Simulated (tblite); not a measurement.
Input of a run (GFN2-xTB geometry optimisation, gas phase (tblite 0.8.0)), started from a force field or distance geometry:
```
{"job": {"kind": "relax", "xc": "GFN2-xTB", "basis": "xTB"}, "charge": 0, "multiplicity": 1}
C     -2.169000    -1.208700     0.302500
C     -1.807700     0.015100    -0.053400
C     -0.374200     0.325100     0.079100
N      0.502400    -0.494200     0.485800
N      1.863700    -0.201500     0.617400
C      2.662300    -1.061300     0.063200
C      0.033400     1.707900    -0.321900
F     -0.297100     1.892100    -1.646100
F      1.427000     1.834200    -0.192600
F     -0.623300     2.637900     0.469300
H     -1.449500    -1.917500     0.655300
H     -3.245700    -1.456800     0.218700
H     -2.542800     0.737900    -0.393200
H      3.720800    -0.876000     0.124400
H      2.295400    -1.926000    -0.430300
```

Output (eV, eV/Å):
```
step      E/eV     max force
  0    -902.92762    2.773
  1    -903.23446    2.402
  2    -903.39479    1.012
  3    -903.48029    0.802
  4    -903.56417    0.873
  5    -903.60866    0.867
  6    -903.66153    0.450
  7    -903.68653    0.392
  8    -903.70563    0.351
  9    -903.72611    0.519
 10    -903.74646    0.428
 11    -903.76612    0.418
 12    -903.79008    0.495
 13    -903.82430    0.530
 14    -903.86030    0.544
 15    -903.89003    0.463
 16    -903.91190    0.367
 17    -903.92814    0.385
 18    -903.93892    0.460
 19    -903.95161    0.283
 20    -903.95848    0.234
 21    -903.96444    0.172
 22    -903.96783    0.163
 23    -903.97199    0.124
 24    -903.97381    0.111
 25    -903.97535    0.105
 26    -903.97722    0.122
 27    -903.97972    0.138
 28    -903.98254    0.143
 29    -903.98558    0.149
 30    -903.98901    0.142
 31    -903.99282    0.152
 32    -903.99626    0.140
 33    -903.99817    0.139
 34    -903.99928    0.120
 35    -904.00019    0.107
 36    -904.00157    0.104
 37    -904.00283    0.091
 38    -904.00368    0.060
 39    -904.00416    0.054
 40    -904.00459    0.073
 41    -904.00503    0.068
 42    -904.00539    0.040
 43    -904.00561    0.035
 44    -904.00580    0.034
 45    -904.00601    0.036
 46    -904.00621    0.035
 47    -904.00638    0.032
 48    -904.00655    0.035
 49    -904.00676    0.034
 50    -904.00697    0.032
 51    -904.00714    0.028
 52    -904.00727    0.027
 53    -904.00742    0.033
 54    -904.00759    0.034
 55    -904.00774    0.026
 56    -904.00784    0.024
 57    -904.00791    0.021
 58    -904.00800    0.022
 59    -904.00810    0.027
 60    -904.00820    0.027
 61    -904.00826    0.023
 62    -904.00831    0.014
 63    -904.00835    0.011
 64    -904.00837    0.012
 65    -904.00839    0.013
 66    -904.00842    0.013
 67    -904.00846    0.018
 68    -904.00853    0.020
 69    -904.00861    0.025
 70    -904.00868    0.031
 71    -904.00875    0.032
 72    -904.00883    0.029
 73    -904.00892    0.027
 74    -904.00897    0.015
 75    -904.00899    0.009
```

**Question.** Summarise the run.

**Answer.** The energy falls by 104.3 kJ/mol over 75 L-BFGS steps, the largest force on an atom goes from 2.77 to 0.009 eV/Å, and the atoms move by 0.351 Å rms after alignment. The bond that changes most is N4–N5 (both ends C=N nitrogen), which shortens by 0.146 Å. Bonds longer at the end by more than 0.005 Å: 5 of 14; shorter: 7. Among the angles that change most is N4–N5–C6, from 114.8° to 136.1°. Among the dihedrals that turn most is C3–N4–N5–C6, from -130° to -108°. The energy never rose by more than 1e-5 eV on the way. The first step brought 28 % of the lowering.

**Question.** What are the final bond lengths?

**Answer.** C1=C2 1.330 Å, C2–C3 1.449 Å, C3=N4 1.277 Å, N4–N5 1.252 Å, N5=C6 1.257 Å, C3–C7 1.518 Å, C7–F8 1.348 Å, C7–F9 1.341 Å, C7–F10 1.345 Å, C1–H11 1.076 Å, C1–H12 1.075 Å, C2–H13 1.081 Å, C6–H14 1.076 Å, C6–H15 1.086 Å. Numbering counts from 1 in the input's order; the species is `FC(F)(F)/C(C=C)=N\N=C`.

Its GFN2-xTB frequencies are all real (lowest 17 cm⁻¹). One conformer, not necessarily the lowest.

All values are computed, not measured.
